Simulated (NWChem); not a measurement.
Species: CaCl cation; SMILES [Cl][Ca+]

```xyz
2

Ca     0.0000     0.0000    -1.0670
Cl     0.0000     0.0000     1.2545
```
Atoms are numbered in this order, from 1.

Computed with NWChem. Geometry optimised at PBE0/def2-SVP; all other runs use it. Pople sets run with spherical d functions. Vzz has the sign of the potential's second derivative.

```json
[
 {"quantity": "absolute shielding σ Ca1 (ppm)", "level": "PBE0/x2c-TZVPall-s, scalar ZORA without spin-orbit coupling, GIAO", "value": "1205.1"},
 {"quantity": "anisotropy (bohr³), static", "level": "B3LYP/6-31+G*", "value": "24.1"},
 {"quantity": "absolute shielding σ Cl2 (ppm)", "level": "B3LYP/6-311G**, GIAO", "value": "441.5"},
 {"quantity": "Vzz Cl2 (a.u.)", "level": "CAM-B3LYP/6-31G*", "value": "___"},
 {"quantity": "vertical, lowest state with f > 0.02, singlet (eV)", "level": "B3LYP/def2-SVPD, full TDDFT", "value": "___"},
 {"quantity": "orbital gap (eV)", "level": "B3LYP/def2-TZVP", "value": "5.06"},
 {"quantity": "highest harmonic frequency (cm⁻¹)", "level": "PBE0/def2-SVP", "value": "___"}
]
```

Task: Fill in the missing entries.

Result: 
- Vzz Cl2 (a.u.), value: 0.146
- vertical, lowest state with f > 0.02, singlet (eV), value: 4.80
- highest harmonic frequency (cm⁻¹), value: 461
